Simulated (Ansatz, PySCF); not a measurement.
Reaction (SMILES): F[SiH2][SiH2]F → F[SiH2][SiH2] + F atom (the F-Si bond at the site shown breaks; other sites are not compared here)
Structures are relaxed separately at B3LYP-D3(BJ)/def2-TZVP in Ansatz (an electronic-structure program), one conformer each, not searched for the lowest.
Geometry of the first species:
SMILES: [SiH2](F)[SiH2]F
```xyz
8

F     -1.7497    -1.3887    -0.3927
Si    -1.1767     0.0620     0.0216
Si     1.1767    -0.0620    -0.0216
F      1.7497     1.3887     0.3927
H     -1.6864     0.3874     1.3731
H     -1.6940     1.0534    -0.9488
H      1.6940    -1.0534     0.9488
H      1.6864    -0.3874    -1.3731
```
Charge 0, spin multiplicity 1.

Property: bond dissociation energy (enthalpy at 298 K, with B3LYP-D3(BJ) rigid-rotor harmonic-oscillator terms from PySCF), in kJ/mol. Valence correlation only, unless marked. Open shells are spin-unrestricted. Spin-orbit coupling is left out. No relativistic terms. CBS marks a two-point X^-3 extrapolation of the correlation energy; Hartree-Fock from the larger set. [CCSD(T)-MP2]/basis is that difference in the basis named.

| level | program | bond dissociation energy (kJ/mol) |
|---|---|---|
| HF/aug-cc-pV(D+d)Z | Ansatz | 433.8 |
| HF/cc-pV(D+d)Z | Ansatz | 412.3 |
| HF/aug-cc-pV(Q+d)Z | Ansatz | 453.3 |
| PBE0/def2-TZVPD | Ansatz | 578.9 |
| HSE06-D4/def2-TZVPD | Ansatz + dftd4 | 580.3 |
| HSE06/def2-TZVPD | Ansatz | 579.2 |
| wB97M-V/def2-TZVPD | Ansatz | 605.0 |
| B2PLYP/def2-TZVPD | Ansatz | 598.9 |
| MP2/6-31G | Ansatz | 451.1 |
| RI-MP2/CBS(aug-cc-pV(T+d)Z,aug-cc-pV(Q+d)Z) | Ansatz | 648.3 |
| CCSD/aug-cc-pV(D+d)Z | Ansatz | 559.8 |
| CCSD(T)/aug-cc-pV(D+d)Z | Ansatz | 565.6 |
| CCSD(T)/cc-pV(D+d)Z | Ansatz | 533.3 |
| RI-MP2/CBS(cc-pV(T+d)Z,cc-pV(Q+d)Z)+[CCSD(T)-MP2]/cc-pV(Q+d)Z | Ansatz | 613.1 |
| CCSD(T)/CBS(aug-cc-pV(T+d)Z,aug-cc-pV(Q+d)Z) | Ansatz | 614.0 |
